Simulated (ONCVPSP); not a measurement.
# Ta (Z = 73), ONCV: configuration errors across variants

tantalum, optimised norm-conserving Vanderbilt (ONCV), made with ONCVPSP 4.0.1 (LDA (Perdew-Wang 92), scalar-relativistic). Core [Kr] 4d10 4f14, reference 5s2 5p6 5d3 6s2. Waves: 5s+6s: rc 2.10 bohr, ncon 4, nbas 8, qcut 5.2 1/bohr, 3 projectors, debl 2.5 Ha; 5p: rc 1.40 bohr, ncon 4, nbas 7, qcut 6.3 1/bohr, 2 projectors, debl 2.5 Ha; 5d: rc 3.10 bohr, ncon 4, nbas 8, qcut 4 1/bohr, 1 projector. Local part: polynomial inside 0.95 bohr (lpopt 5, dvloc0 1 Ha). Core correction: Teter function, fcfact 2.25, rcfact 1.2.

All-electron excitation energies from the reference (eV): (1) 5s2 5p6 5d3 6s1 8.694; (2) 5s2 5p6 5d3 6s0 23.995; (3) 5s2 5p6 5d2 6s0 47.922.

Errors AE − PS in meV (a dash: test not solved or not reliable):

```tsv
change	(1)	(2)	(3)	bound ghosts	GHOST(+) flags above zero
base	-5.8	-35	-21	none	s, p
core correction Teter function, fcfact 1.6, rcfact 1.2	-5.7	-35	-21	none	s, p
core correction Teter function, fcfact 2.1, rcfact 1.2	-5.8	-35	-21	none	s, p
core correction Teter function, fcfact 2.7, rcfact 1.2	-5.9	-35	-22	none	s, p
core correction Teter function, fcfact 3.6, rcfact 1.2	-6.0	-36	-22	none	s, p
core correction Teter function, fcfact 4.2, rcfact 1.2	-6.0	-36	-22	none	s, p
core correction Teter function, fcfact 4.6, rcfact 1.2	-6.0	-36	-22	none	s, p
core correction Teter function, fcfact 5.7, rcfact 1.2	-6.1	-37	-23	none	s, p
core correction Teter function, fcfact 6.4, rcfact 1.2	-6.1	-37	-23	none	s, p
core correction Teter function, fcfact 7.7, rcfact 1.2	-6.2	-37	-23	none	s, p
```

Give the same row for: core correction Teter function, fcfact 6.8, rcfact 1.2.

-6.1, -37, -23; bound ghosts: none; GHOST(+) flags above zero: s, p.
